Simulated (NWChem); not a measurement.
SnSiH$_{4}$, singlet; SMILES [SiH3][SnH]

```xyz
6

Sn    -0.0061     0.6999     0.0888
H      1.7613     0.5899    -0.1167
Si    -0.0471    -1.9599     0.0151
H      0.8006    -2.5239     1.1186
H      0.5232    -2.4525    -1.2835
H     -1.4155    -2.5544     0.1554
```
Atoms are numbered in this order, from 1.

Level: PBE0/def2-SVP with def2 effective core potentials on Sn (NWChem), optimised geometry, unscaled harmonic frequencies. Low-valent species are run as closed-shell singlets; no triplet was tried in these runs. def2 effective core potentials on Sn; no spin-orbit coupling.

List the harmonic frequencies with IR intensities, and the thermochemistry.


| frequency (cm⁻¹) | IR intensity (km/mol) |
|---|---|
| 104 | 0.2 |
| 273 | 9.5 |
| 345 | 21.7 |
| 355 | 16.6 |
| 588 | 41.6 |
| 840 | 299.5 |
| 923 | 42.6 |
| 941 | 32.2 |
| 1725 | 354.4 |
| 2187 | 83.2 |
| 2199 | 101.5 |
| 2212 | 115.6 |

The zero-point energy comes out as 18.1 kcal/mol, the thermal correction to the enthalpy at 298.15 K (with zero-point energy) comes out as 21.9 kcal/mol and the heat capacity Cv comes out as 15.4 cal/(mol K). The entropy at 298.15 K and 1 atm (symmetry number 1) is 73.2 cal/(mol K).

Rigid rotor and harmonic oscillator.
